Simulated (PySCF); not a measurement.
Compound: C2H5ClO2Si.
Atom-mapped SMILES: `[Cl:1][SiH:2]1[O:3][CH2:4][CH2:5][O:6]1` (hydrogens: H7 on Si2; H8, H9 on C4; H10, H11 on C5)

Structure used (PBE0-D3(BJ)/def2-SVP), in Å, numbered top down from 1:
```xyz
11
C2H5ClO2Si angstrom
Cl     5.5845    0.3008    2.4618
Si     3.9089   -0.1724    1.3773
O      2.5704   -0.1947    2.3648
C      1.6038    0.7254    1.8848
C      2.3312    1.7382    0.9869
O      3.4105    1.0542    0.3701
H      4.1892   -1.4204    0.6442
H      1.1133    1.2204    2.7372
H      0.8312    0.1792    1.3145
H      2.7187    2.5849    1.5821
H      1.6661    2.1437    0.2094
```

Computed, not measured: core-valence-separated Tamm–Dancoff BHandHLYP/aug-pcX-1 (pcseg-1 on H, def2-SVPD on Cl, def2-SVPD on Si) in PySCF, non-relativistic, gas phase, PBE0-D3(BJ)/def2-SVP geometry. BHandHLYP without relativity tends to put these K edges a few eV too low, so spacings mean more than positions.

The lowest roots of each edge with f over 0.003 (five at most, numbered afresh; weaker and dark ones are left out), with transition dipoles (au) in the frame of the coordinates:

```
root  edge  E (eV)       f       μx       μy       μz
   1     C  286.85  0.0316  -0.0525   0.0280  -0.0311
   2     C  286.88  0.0564  -0.0645   0.0573   0.0241
   3     C  287.29  0.0190  -0.0226  -0.0316   0.0345
   4     C  287.31  0.0086   0.0062   0.0180  -0.0294
   5     C  287.67  0.0281   0.0034  -0.0424  -0.0467
   6     O  533.07  0.0048   0.0071   0.0059  -0.0168
   7     O  533.12  0.0059   0.0001  -0.0036   0.0209
   8     O  533.90  0.0311  -0.0323   0.0363  -0.0038
   9     O  533.92  0.0318  -0.0442   0.0208   0.0069
  10     O  534.04  0.0116   0.0022  -0.0247  -0.0165
```

Q: Molecules are fixed in this frame and the field points along (1, 0, −1)/√2. What effective strengths 3 f cos²θ do the roots have (θ between field and μ)?

A: root 1 (C4): 0.005, root 2 (C5): 0.083, root 3 (C4/C5): 0.034, root 4 (C4/C5): 0.013, root 5 (C4): 0.027, root 6 (O3): 0.011, root 7 (O6): 0.008, root 8 (O3/O6): 0.016, root 9 (O3/O6): 0.051, root 10 (O6): 0.007. Root 2 is the strongest. Averaged over all orientations cos²θ is 1/3, which gives f back.

One conformer stands for the species.
